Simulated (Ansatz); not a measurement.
`CB[SiH2][SiH2][AlH2]` + `OC(F)(F)Cl` → `O[C](F)(F)[AlH2]` + `CB[SiH2][SiH2]Cl`  (formal exchange of groups at the Al–Si bond)

Calculated with Ansatz (gas phase, PBE0-D4/def2-TZVP geometries, no zero-point term in ΔE). CCSD(T)/CBS adds triple-zeta CCSD(T) − MP2 to the extrapolated MP2 energy (def2 sets, frozen cores). DFT in def2-TZVPP. One conformer a species, not always the lowest.

CCSD(T)/CBS gives -124.5 kJ/mol.

Question: Another level gave -121.6 kJ/mol. Which?
A. SCS-MP2/def2-TZVPP
B. ωB97X-V/def2-TZVPP
C. PBE/def2-TZVPP
D. HF/def2-TZVPP

Answer: B. ωB97X-V -121.6, HF/def2-TZVPP -150.7, PBE -108.6, SCS-MP2/def2-TZVPP -131.9 kJ/mol.

Largest T1 diagnostic among the species: 0.014.

The D4 term adds +7.4 kJ/mol with B3LYP and +3.8 kJ/mol with PBE0; it sums over pairs of atoms, weighted by their polarisabilities, and B3LYP, whose exchange is more repulsive, gets the larger term. In def2-TZVPP, CCSD(T) changes the Hartree–Fock value by +33.0 kJ/mol (the triples alone add +6.2 kJ/mol) and MP2 by +24.0 kJ/mol.

B3LYP here is the variant with VWN-RPA as its local correlation; programs differ in this.
